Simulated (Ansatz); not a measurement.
BrHSn (SMILES [Br][SnH]) moved off its minimum; all values from Ansatz (a quantum-chemistry and plane-wave program), cores frozen in correlated methods. Elements past Kr take the def2 small-core potentials, without spin–orbit coupling.
(charge 0, multiplicity 1)
```xyz
3

Sn    -0.73653    -0.60542     0.51639
H     -1.37030    -1.10814    -0.39619
Br     0.71574     0.52460    -1.00468
```

Forces at r2SCAN/def2-TZVPP (eV/Å):

```json
[
 {"atom": "Sn1", "Fx": "9.869", "Fy": "7.846", "Fz": "17.146"},
 {"atom": "H2", "Fx": "-11.098", "Fy": "-8.803", "Fz": "-15.895"},
 {"atom": "Br3", "Fx": "1.230", "Fy": "0.957", "Fz": "-1.250"}
]
```

Q: Give the forces (eV/Å), the total energy and the dipole at CCSD(T)/def2-TZVPPD.

A: 
```tsv
atom	Fx	Fy	Fz
Sn1	10.154	8.075	17.921
H2	-11.608	-9.206	-16.495
Br3	1.453	1.131	-1.426
```
Energy -2786.5189 hartree, dipole 2.24 D.

Doubts at one or more of the structures used: a restricted determinant that unrestricted orbitals would lower (CCSD(T)/def2-TZVPPD).
